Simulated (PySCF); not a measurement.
Question: Write Cartesian coordinates for `C#C[SiH2][SiH2]O` as optimised with PBE0-D3(BJ)/def2-SVP.

Answer: 
```xyz
11
C2H6OSi2 angstrom
C      2.1789    0.1015    1.3055
C      1.4805   -0.3856    0.4333
Si     0.2869   -0.9987   -0.8299
Si    -1.4800    0.5354   -0.5458
O     -1.4489    0.9663    1.0663
H      2.8187    0.5137    2.0662
H     -0.0843   -2.4057   -0.4930
H      0.9296   -0.9693   -2.1777
H     -2.8203   -0.0460   -0.8383
H     -1.2571    1.7016   -1.4586
H     -0.5659    0.9611    1.4563
```

Orientation and origin are arbitrary. Atoms count from 1 in this order. O5 (silanol oxygen) is bent (angle 113.9°). Si4 (oxygen-bound silicon) is distorted tetrahedral (angles from 105.7° to 113.4°). Si3 (SiH2 silicon) is distorted tetrahedral (angles from 100.7° to 114.7°). Of the pairs four or more bonds apart, C2···H11 is among the closest relative to their van der Waals radii: 2.65 Å, 92 % of the sum of Bondi's values.

Bonds between heavy atoms (Å): C1≡C2 1.219, C2–Si3 1.843, Si3–Si4 2.357, Si4–O5 1.669.

The calculation used PBE0-D3(BJ)/def2-SVP geometry optimisation, gas phase in PySCF.

Point group: C1 (no symmetry element, even within 0.4 Å). No PBE0-D3(BJ)/def2-SVP frequencies stand behind this structure, so it isn't proved a minimum. One conformer, not necessarily the lowest (C2–Si3–Si4–O5 -31°, Si3–Si4–O5–H 31°).
